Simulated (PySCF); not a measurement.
## Computed properties of CH3F5Si2, SMILES F[SiH](F)C[Si](F)(F)F

CH3F5Si2, SMILES F[SiH](C[Si](F)(F)F)F. Geometry optimised at B3LYP-D3(BJ)/def2-SVP. The structure was generated by enumeration, and PubChem lists no compound with its InChIKey, so it may never have been made. The values are those of a single conformer. All values are computed for the isolated molecule unless a solvent is named; none is compared with measurement here.

**Structure.** All 27 harmonic modes at B3LYP-D3(BJ)/def2-SVP (PySCF) are real, so it is a minimum. With heavy atoms numbered as in [SiH:1]([F:2])([F:3])[CH2:4][Si:5]([F:6])([F:7])[F:8], the shortest bond between them is Si5–F8 at 1.603 Å and the longest Si1–C4 at 1.862 Å.

**Vibrations.** The strongest infrared lines (harmonic, unscaled, degenerate partners summed) lie at 990 cm⁻¹ (314 km/mol, Si 51 %, F 41 %), 1103 cm⁻¹ (278 km/mol, H 47 %, C 43 %, Si 9 %), 866 cm⁻¹ (231 km/mol, F 45 %, Si 35 %, H 19 %). The softest mode is at 32 cm⁻¹ and the zero-point energy is 32.6 kcal/mol.

**Electronic structure.** M06-2X/def2-TZVP (PySCF) places the frontier levels at -11.40 and 1.03 eV, a gap of 12.43 eV, and gives a dipole moment of 2.36 D. PBE/def2-TZVP (PySCF) at the same geometry gives -8.55 and -0.64 eV, so its gap is 4.52 eV narrower. An orbital gap is neither the optical nor the fundamental gap.

**Excitations.** TDA-PBE0/def2-SVPD (PySCF) has S1 at 8.81 eV (141 nm, f = 0.020, weak); the most intense of the 6 singlets computed lies at 9.85 eV (f = 0.13). T1 (TDA) is at 8.19 eV, 0.62 eV under S1. TDA-PBE/def2-SVPD (PySCF) puts S1 at 7.95 eV. No vertical singlet excitation falls in the visible range (under 3.1 eV).

**NMR.** GIAO shifts at B3LYP/pcSseg-1 (PySCF) (non-relativistic, atoms alike by connectivity averaged): ¹³C at -0.3 ppm against TMS; ¹H from 0.7 to 5.2 ppm against TMS; ²⁹Si from -53.6 to -10.0 ppm against TMS; ¹⁹F from -155.6 to -143.8 ppm against CFCl3.

**Solvation.** SMD-PBE0/6-31G* (PySCF) gives -1.3 kcal/mol in water, -4.2 kcal/mol in diethylether, -5.0 kcal/mol in acetonitrile (1 M in both phases, gas-phase geometry); of these solvents acetonitrile holds the molecule best.
